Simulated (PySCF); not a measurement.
C₄H₇NSi.
Numbering: `[CH:1]#[C:2][C@H:3]1[NH:4][CH2:5][SiH2:6]1` (hydrogens: H7 on C1; H8 on C3; H9 on N4; H10, H11 on C5; H12, H13 on Si6)

Method used: PySCF 2.14.0, density-fitted response routines, TDDFT PBE0/def2-SVPD, vertical, gas phase, core orbitals frozen in the response. Isolated species at its GFN2-xTB geometry (one conformer only).

Computed singlets with f of 0.002 or more:

```tsv
state	ν̃ (cm⁻¹)	f
S1	42670	0.0061
S2	46220	0.0037
S3	48220	0.046
S4	49090	0.0057
S5	50850	0.017
S6	51750	0.013
S7	53540	0.0051
```

**Question.** Turn these into Einstein A coefficients, radiative lifetimes, transition dipoles and integrated cross-sections.

**Answer.** Relations used (vacuum, state to state): A = 0.6670 f ν̃² s⁻¹ (ν̃ in cm⁻¹); τ = 1/A; f = (2/3) ΔE |μ|² in atomic units; ∫σ dE = 109.76 f Mb·eV.

| state | A (s⁻¹) | τ | \|μ\| (D) | ∫σ dE (Mb·eV) |
| --- | --- | --- | --- | --- |
| S1 | 7.4×10⁶ | 130 ns | 0.55 | 0.67 |
| S2 | 5.3×10⁶ | 190 ns | 0.41 | 0.41 |
| S3 | 7.1×10⁷ | 14 ns | 1.42 | 5 |
| S4 | 9.1×10⁶ | 110 ns | 0.50 | 0.62 |
| S5 | 2.9×10⁷ | 34 ns | 0.84 | 1.9 |
| S6 | 2.3×10⁷ | 43 ns | 0.73 | 1.4 |
| S7 | 9.7×10⁶ | 100 ns | 0.45 | 0.56 |

The rates are for emission to S0 at the absorption energy, with no other channel.

**Question.** Suppose S1 emitted 0.3 eV lower with the same transition dipole. How would A change?

**Answer.** At fixed |μ|, A goes as the cube of the energy: (4.99/5.29)³ = 0.84, which makes τ about 160 ns.

**Question.** How much energy does a mole of photons resonant with S3 carry?

**Answer.** 5.979 eV × 96.485 = 577 kJ/mol (138 kcal/mol).

**Question.** What is the integrated cross-section of all computed states together?

**Answer.** Σf = 0.096 over S1 to S8, so 109.76 × Σf ≈ 10.6 Mb·eV.

On one thread, Arm Neoverse N1 (aarch64) (shared host), this took 43 s of wall time and 0.66 GiB of memory at its peak.
